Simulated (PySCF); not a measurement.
C₆H₇FSi.
SMILES: `C(F)=C1C=C[SiH2]C=C1`

Level of theory: PySCF 2.14.0, density-fitted response routines, TDDFT CAM-B3LYP/def2-SVPD, vertical, gas phase, core orbitals frozen in the response. Isolated species at its GFN2-xTB geometry, gas phase.

Computed states:

```csv
state,E (eV),f
S1,5.19,0.493
S2,5.51,0.134
S3,5.85,0.029
S4,5.88,0.0001
S5,6.30,0.0000
S6,6.62,0.0008
S7,6.88,0.0005
S8,6.95,0.0051
```

Broadening: Gaussians 0.25 eV wide at half height, area fixed by f = 4.319×10⁻⁹ ∫ε dν̃. The width is an assumption, not a result. The curve ends short of the highest state used, and states not computed would add to its high-energy end.

(1) What does the envelope look like, and where are its maxima?

(2) On this curve, what absorbance would a 10⁻³ mol/L sample give at 222 nm over a 1 cm path?

(3) Does any computed singlet lie in the visible range?

Results:

(1) 
λ (nm), ε (L mol⁻¹ cm⁻¹) and a bar:
```
    195.2          3 
    197.9          2 
    200.6         28 
    203.4        238 
    206.1        987 #
    208.8       2300 #
    211.5       3184 ##
    214.2       3095 ##
    216.9       3731 ##
    219.6       7206 ####
    222.3      12325 #######
    225.0      15007 ########
    227.7      14589 ########
    230.4      16993 ##########
    233.1      28002 ################
    235.8      44041 #########################
    238.6      53279 ##############################
    241.3      47336 ###########################
    244.0      31611 ##################
    246.7      16143 #########
    249.4       6414 ####
    252.1       2016 #
    254.8        509 
    257.5        105
```

Maxima: 239 nm (5.19 eV), ε about 53000, made up of S1 (100%); 226 nm (5.50 eV), ε about 15000, made up of S2 (95%) (hardly more than a shoulder); 212 nm (5.84 eV), ε about 3200, made up of S3 (96%) (hardly more than a shoulder) (ε in L mol⁻¹ cm⁻¹; maxima over ε = 5, shares over 10%). At its high-energy end, 6.35 eV, the curve is still rising (ε about 3.3, from S6).

(2) 222 nm is 5.585 eV, where ε is about 12000 L mol⁻¹ cm⁻¹, so A = ε c l ≈ 12 (Beer–Lambert, with the gas-phase spectrum and the assumed width).

(3) No computed singlet lies in the visible range (380 to 750 nm); the lowest, at 239 nm, stands 1.93 eV above its violet end (3.26 eV); a Tamm–Dancoff triplet lies at 440 nm, without intensity as long as spin–orbit coupling is left out.
